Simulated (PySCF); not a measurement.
A fit for the ¹⁵N shielding

GIAO PBE0/pcSseg-1 on GFN2-xTB geometries (PySCF 2.14, gas phase, non-relativistic):

| SMILES | IAO charge (e) of N | σ(N) (ppm) |
| --- | --- | --- |
| N#CC[SiH]([SiH3])[SiH3] | -0.267 | -30.2 |
| N#CC[Si@@H]([SiH3])[SiH2]C[SiH3] | -0.275 | -28.4 |
| N#CC[Si@@H]([SiH3])[SiH2]Cl | -0.262 | -31.8 |
| N#CCO[SiH]([SiH3])[SiH3] | -0.221 | -42.4 |
| N#CCC([SiH3])[SiH3] | -0.249 | -33.9 |
| N#CC[Si@H]([SiH3])[SiH2]C1CC1 | -0.274 | -28.5 |

Question: Fit σ(N) as a line in the IAO charge of N. How well does it hold?

Answer: σ = -98.6 − 256.3 x, with x in e; correlation -1.00, rms deviation 0.4 ppm, largest 0.9 ppm at `N#CCC([SiH3])[SiH3]`. A charge says how many electrons sit at the atom, not how easily they circulate, so such a line holds only within like compounds.

Question: A further member, `N#CC[Si@H]([SiH3])[SiH2]O[SiH3]`, has x = -0.269. What does the line predict, and what does the calculation give?

Answer: The line gives -29.7 ppm; the calculation -29.2 ppm, a difference of 0.5 ppm, within the usual scatter of the fit.
